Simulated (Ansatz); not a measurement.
Reaction (redistribution): `[NH2][Sc]([Cl])[O][SiH3]` + `[CH3][Mg][N](C)C` → `[CH3][Sc]([Cl])[O][SiH3]` + `C[N](C)[Mg][NH2]`

Computed with Ansatz on PBE0-D4/def2-TZVP structures; ΔE is electronic, products minus reactants. CCSD(T)/CBS adds triple-zeta CCSD(T) − MP2 to the extrapolated MP2 energy (def2 sets, frozen cores). For Mg, Sc outer-core shells are correlated without core-valence functions, which leaves a few kJ/mol of doubt a bond. Scalar relativity is left out up to krypton. Each species was taken in one conformer, which may not be the lowest.

```
                   species  MP2/def2-SVP energy (Eh)
`[NH2][Sc]([Cl])[O][SiH3]`               -1641.03692
        `[CH3][Mg][N](C)C`                -373.33830
`[CH3][Sc]([Cl])[O][SiH3]`               -1624.97654
        `C[N](C)[Mg][NH2]`                -389.37636
```

(1) Work out ΔE.

Largest T1 diagnostic among the species: 0.014.

## Answers

(1) ΔE = (-1624.97654) + (-389.37636) − (-1641.03692) − (-373.33830) = 0.02232 Eh = +14.0 kcal/mol. CCSD(T)/CBS gives +13.8 kcal/mol.

Leaving LDA and LC-ωPBE aside and taking each functional with its dispersion term where it has one, the values, not all of them listed here, spread over 2.1 kcal/mol, from r2SCAN0-D4 to PBE-D4. In def2-TZVPP, CCSD(T) changes the Hartree–Fock value by +1.8 kcal/mol (the triples alone add +0.7 kcal/mol) and MP2 by +1.6 kcal/mol.
